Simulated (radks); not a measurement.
Values are calculated unless marked as measured or tabulated.
Coulomb parameter of the 3d shell of neutral manganese in the model configuration [Ar] 3d6 4s1, as a second difference U = [E(n + 0.25) + E(n - 0.25) - 2 E(n)] / (0.25)^2 with all orbitals relaxed. "Bare": the charge of the atom changes with n. "Screened": the 4s shell takes up the change at fixed total charge, which measures U(3d,3d) + U(4s,4s) - 2 U(3d,4s). Level of theory: scalar-relativistic Kohn-Sham, r2SCAN, spin-unpolarised, spherical densities, finite nucleus; meta-GGA in the generalised Kohn-Sham scheme; Fermi nuclear charge, rms radius 3.7057 fm (a radial shooting solver on a logarithmic mesh with Libxc functionals).

[
 {"case": "start", "configuration": "[Ar] 3d6 4s1", "E - E(n) (eV)": "0.000"},
 {"case": "bare +0.25", "configuration": "[Ar] 3d6.25 4s1", "E - E(n) (eV)": "-0.553"},
 {"case": "bare -0.25", "configuration": "[Ar] 3d5.75 4s1", "E - E(n) (eV)": "1.129"},
 {"case": "screened +0.25", "configuration": "[Ar] 3d6.25 4s0.75", "E - E(n) (eV)": "0.239"},
 {"case": "screened -0.25", "configuration": "[Ar] 3d5.75 4s1.25", "E - E(n) (eV)": "-0.143"}
]

U(bare) = 9.220 eV, U(screened by 4s) = 1.531 eV, against the Slater integral F0(3d,3d) = 19.138 eV with frozen orbitals. The step up makes a negative ion, whose loosely bound charge lowers the bare value.
